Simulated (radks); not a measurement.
Values are calculated unless marked as measured or tabulated.
Ionisation of As+, [Ar] 3d10 4s2 4p2, to As2+, [Ar] 3d10 4s2 4p1, under several functionals. Dirac Kohn-Sham, spin-unpolarised, spherical densities, finite nucleus; open shells fill j = l - 1/2 first; a radial shooting solver on a logarithmic mesh with Libxc functionals.

[
 {"functional": "BLYP", "E(As+) (hartree)": "-2261.01220", "Exc (hartree)": "-83.86318", "IE (eV)": "18.040", "-e(HOMO) (eV)": "13.381", "<r> HOMO (bohr)": "2.298", "IE error (eV)": "-0.549"},
 {"functional": "exchange-only PBE", "E(As+) (hartree)": "-2259.05685", "Exc (hartree)": "-81.87396", "IE (eV)": "17.218", "-e(HOMO) (eV)": "12.605", "<r> HOMO (bohr)": "2.330", "IE error (eV)": "-1.371"},
 {"functional": "LDA (Slater exchange, Perdew-Zunger correlation)", "E(As+) (hartree)": "-2257.53123", "Exc (hartree)": "-80.32822", "IE (eV)": "18.350", "-e(HOMO) (eV)": "13.688", "<r> HOMO (bohr)": "2.281", "IE error (eV)": "-0.239"},
 {"functional": "exchange-only LDA", "E(As+) (hartree)": "-2254.61950", "Exc (hartree)": "-77.36476", "IE (eV)": "17.104", "-e(HOMO) (eV)": "12.482", "<r> HOMO (bohr)": "2.313", "IE error (eV)": "-1.486"},
 {"functional": "PW91", "E(As+) (hartree)": "-2261.08701", "Exc (hartree)": "-83.94810", "IE (eV)": "18.183", "-e(HOMO) (eV)": "13.548", "<r> HOMO (bohr)": "2.290", "IE error (eV)": "-0.406"},
 {"functional": "XLYP", "E(As+) (hartree)": "-2261.33294", "Exc (hartree)": "-84.18901", "IE (eV)": "18.065", "-e(HOMO) (eV)": "13.406", "<r> HOMO (bohr)": "2.302", "IE error (eV)": "-0.525"}
]

NIST Atomic Spectra Database: 18.589 eV (measured). Closest: LDA (Slater exchange, Perdew-Zunger correlation). The Delta-SCF values span 1.25 eV, the total energies 6.71 hartree. The highest occupied level is 4p1/2. Spin polarisation and multiplet splitting are left out, so open shells lie too high by an amount that depends on their filling.

Beside tabulated values, note that spin-unpolarised runs miss the spin-polarisation part of the exchange energy of open shells.
